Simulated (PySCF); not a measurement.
Si(Cl)(OH)2(NH2) (ClH4NO2Si), SMILES N[Si](O)(O)Cl. Geometry: PBE0-D3(BJ)/def2-SVP. This is a generated structure with no PubChem entry under its InChIKey; it may be hypothetical. One conformer was computed; it need not be the lowest.

Computed with PBE0-D3(BJ)/def2-SVP in PySCF.

Harmonic wavenumbers (cm⁻¹): 122, 187, 220, 272, 290, 307, 354, 366, 403, 537, 791, 820, 833, 860, 970, 995, 1532, 3621, 3726, 3926, 3935. Rotational constants (GHz): 3.801, 2.412, 2.293; symmetry number 1.

Work out the zero-point energy and the ideal-gas rigid-rotor harmonic-oscillator thermochemistry at 298.15 K and 1 atm.

ZPE = ½ Σ hcν = ½ × 25067 cm⁻¹ = 35.83 kcal/mol. H − E(el) = 41.14 kcal/mol. Entropy in cal/(mol K): translation 40.10, rotation 27.13, vibration 16.46, total 83.69. G − E(el) = 16.19 kcal/mol. Cp = 27.67 cal/(mol K). Modes under 150 cm⁻¹ make the vibrational entropy uncertain.
